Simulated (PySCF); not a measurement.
Compound: C₇H₁₁NSi.
Atom-mapped SMILES: `[cH:1]1[cH:2][cH:3][n:4]([CH:5]2[CH2:6][SiH2:7][CH2:8]2)[cH:9]1` (hydrogens: H10 on C1; H11 on C2; H12 on C3; H13 on C5; H14, H15 on C6; H16, H17 on Si7; H18, H19 on C8; H20 on C9)

Torsions of this conformer, `[cH:1]1[cH:2][cH:3][n:4]([CH:5]2[CH2:6][SiH2:7][CH2:8]2)[cH:9]1`: C3–N4–C5–C6 -59°.

The closed-shell ground state was solved at several levels (PySCF, density fitting, gas phase, non-relativistic). Isolated species at its PBE0-D3(BJ)/def2-SVP geometry (one conformer only).

```json
{"level": "PBE0/pcSseg-1", "basis functions": "215", "HOMO (eV)": "-6.02", "LUMO (eV)": "0.31", "gap (eV)": "6.33", "dipole (D)": "1.97"}
{"level": "mPW1PW91/pcSseg-1", "basis functions": "215", "HOMO (eV)": "-6.04", "LUMO (eV)": "0.33", "gap (eV)": "6.37", "dipole (D)": "1.99"}
```

(1) Estimate the row for PBE0/def2-SVPD, a basis of 272 functions; the other rows only guide the guess.

(2) Over all these levels, which gives the widest orbital gap and which the narrowest?

(3) How far do the dipole and the HOMO energy spread over the levels?

Answers

(1) HOMO -6.06 eV, LUMO 0.19 eV, gap 6.25 eV, dipole 1.86 D.

(2) mPW1PW91/pcSseg-1 (global hybrid, 25 % exact exchange) has the widest, 6.37 eV, and PBE0/def2-SVPD (global hybrid, 25 % exact exchange) the narrowest, 6.25 eV. Functional and basis both differ between the two, so the spread mixes both effects.

(3) The dipole runs from 1.86 to 1.99 D (mean 1.94 D) and the HOMO from -6.06 to -6.02 eV.
